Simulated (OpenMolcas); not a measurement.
Systems:
- [NiCl6]4-, a model complex in vacuum: octahedral, Ni–Cl 2.37 Å; shape imposed, not necessarily the one it adopts

Method: state-averaged CASSCF on the open d shell with SC-NEVPT2, ANO basis sets as named, scalar-relativistic DKH2 or scalar-relativistic X2C, RICD, in OpenMolcas. State energies are spin-free and vertical. Orbital splittings and repulsion parameters are fits to the integrals of the highest spin's CASSCF orbitals. J levels and χT include spin-orbit coupling (RASSI on CASSCF energies). Times are rough, from shared cores.

```csv
case,ground state,first state of the same spin (cm⁻¹),first state of another spin (cm⁻¹),d-orbital splitting (cm⁻¹),Racah B (cm⁻¹),χT at 300 K (cm³ K/mol),basis functions,relative time
ANO-RCC-VDZP,3A2g,3T2g 7260,1Eg(1) 13440,5110,1247,1.59,142,7
ANO-RCC-MB,3A2g,3T2g 6800,1Eg(1) 14120,6620,1165,1.44,72,1
ANO-RCC-VDZ,3A2g,3T2g 7140,1Eg(1) 13450,5070,1249,1.59,105,2
ANO-R1,3A2g,3T2g 6830,1Eg(1) 13980,5140,1264,1.59,142,7
```

The minimal active space holds the metal's open shell only. Bond lengths were set by rule and not optimised; energies are vertical at this geometry. Anions stand alone here, with no counter-ions or solvent. Gaps under about 300 cm⁻¹ between spin-free states are not resolved by the perturbation step.
